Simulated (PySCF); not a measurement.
## EPR parameters of [C4H3NO2]-

C4H3NO2 (charge -1 and doublet state).
Structure used (GFN2-xTB), in Å, numbered top down from 1:
```xyz
10
C4H3NO2 angstrom
O     -2.4936    0.8241    0.3564
C     -1.8289   -0.1963    0.0307
C     -0.4291   -0.2834   -0.0626
C      0.5229    0.7609    0.1906
C      1.7296    0.2052   -0.0279
O      1.6077   -1.0982   -0.3971
N      0.2307   -1.4160   -0.4215
H     -2.3622   -1.1400   -0.2140
H      0.2968    1.7648    0.4906
H      2.7350    0.5836    0.0324
```

The hyperfine couplings belong to this conformer and change with its torsions.

The species is `[O-][CH]c1ccon1` [radical] (charge -1).

Level of theory: PySCF, UKS B3LYP, pcH-1 on C H N O, non-relativistic, mean-field spin-orbit, GIAO. Whether the extra electron is bound in the gas phase wasn't checked; a finite basis holds it in any case. A GFN2-xTB geometry isn't a minimum of the functional, and hyperfine couplings can be far from their values at a DFT geometry, by a factor of two or more for some ions and for spin on atoms past the first row. No stability test was run, so a lower SCF solution isn't excluded.

```json
{"g1, g2, g3": "2.00200, 2.00566, 2.00692", "g_iso": "2.00486", "Form of g": "rhombic: the two nearest values differ by 26 % of g3 − g1", "⟨S²⟩": "0.7630 (exact 0.7500)", "α and β electrons": "26, 25", "HOMO–LUMO gap, α and β orbitals": "2.93, 5.26 eV"}
```

Isotropic coupling and dipolar principal values T1 to T3, in 10⁻⁴ cm⁻¹ (1 × 10⁻⁴ cm⁻¹ = 2.998 MHz):

```csv
atom,isotope,a_iso,T1,T2,T3,Mulliken spin population
O1,17O,-8.1,-31.0,15.2,15.9,0.27
C2,13C,2.1,-7.7,-6.4,14.1,0.24
C3,13C,-6.2,-2.6,-1.0,3.6,0.05
C4,13C,-1.1,-0.6,0.1,0.5,-0.01
C5,13C,-1.6,-0.8,0.1,0.7,-0.01
O6,17O,-4.7,-13.4,6.3,7.1,0.07
N7,14N,6.7,-7.6,-7.1,14.8,0.40
H8,1H,-6.8,-3.0,-1.1,4.1,-0.02
H9,1H,-0.1,-0.8,-0.2,1.0,0.00
H10,1H,-0.3,-0.5,-0.3,0.8,0.00
```

The Mulliken spin populations are largest on N7 (+0.40), O1 (+0.27), C2 (+0.24) and O6 (+0.07). Three atoms exceed +0.15.

The SMILES `[O-][CH]c1ccon1` draws the unpaired electron on C2, whose computed spin population is only +0.24.

Axes: g1 is normal to the molecular plane, g2 points within 10° of the C2–H8 bond and g3 points within 15° of the C2–C3 bond.

Under fast tumbling the dipolar parts average out, and these isotropic splittings remain: 1 × 1H (H8, I = 1/2, 2 lines) with 0.72 mT and 1 × 14N (N7, I = 1, 3 lines) with 0.72 mT.

The 13C coupling of C3 (-18.7 MHz) shows only in satellite lines or after enrichment, since that isotope makes up about 1.07 % of natural carbon.

The 17O coupling of O1 (-24.4 MHz) shows only in satellite lines or after enrichment, since that isotope makes up about 0.038 % of natural oxygen.

Time: 29 s (grids of density and orbitals included); peak memory 0.81 GiB. Hardware: an Arm Neoverse V2 with one thread, no GPU, shared host.
